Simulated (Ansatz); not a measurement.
Start from `[OH][Al]([F])[CH2][SeH]` and change one atom or group to get `[CH3][Al]([OH])[F]`.

Ansatz, PBE0-D4/def2-TZVP geometries, multiplicity 1. Each molecule was computed in one conformer, which needn't be the lowest.

Scalar relativity is left out up to krypton.

```csv
property,`[OH][Al]([F])[CH2][SeH]`
HOMO–LUMO gap (PBE/def2-TZVPP) / eV,4.22
size of the dipole moment (ωB97M-V/def2-TZVPP) / D,1.27
HOMO energy (PBE/def2-TZVPP) / eV,-5.83
size of the dipole moment (PBE/def2-TZVPP) / D,1.35
HOMO–LUMO gap (B3LYP/def2-TZVPP) / eV,5.76
LUMO energy (B3LYP/def2-TZVPP) / eV,-1.01
```

**Question.** Give the same properties after the change, and the shifts. (An estimate is asked.)

**Answer.** Computed: 
```json
{"property": "HOMO–LUMO gap (PBE/def2-TZVPP) / eV", "`[CH3][Al]([OH])[F]`": "6.45", "shift": "2.23"}
{"property": "size of the dipole moment (ωB97M-V/def2-TZVPP) / D", "`[CH3][Al]([OH])[F]`": "0.62", "shift": "-0.65"}
{"property": "HOMO energy (PBE/def2-TZVPP) / eV", "`[CH3][Al]([OH])[F]`": "-7.54", "shift": "-1.71"}
{"property": "size of the dipole moment (PBE/def2-TZVPP) / D", "`[CH3][Al]([OH])[F]`": "0.68", "shift": "-0.67"}
{"property": "HOMO–LUMO gap (B3LYP/def2-TZVPP) / eV", "`[CH3][Al]([OH])[F]`": "8.10", "shift": "2.34"}
{"property": "LUMO energy (B3LYP/def2-TZVPP) / eV", "`[CH3][Al]([OH])[F]`": "-0.59", "shift": "0.42"}
```

With PBE0 the HOMO falls by 1.94 eV and the LUMO rises by 0.49 eV, so the gap widens by about 2.43 eV. PBE moves the HOMO by -1.71 eV and ωB97M-V by -2.11 eV. Dipoles are sizes alone; their direction can turn.

B3LYP here is the variant with VWN-RPA as its local correlation; programs differ in this.

Spin–orbit coupling is left out; it splits and shifts lone-pair levels of the heavy atoms by tenths of an eV.
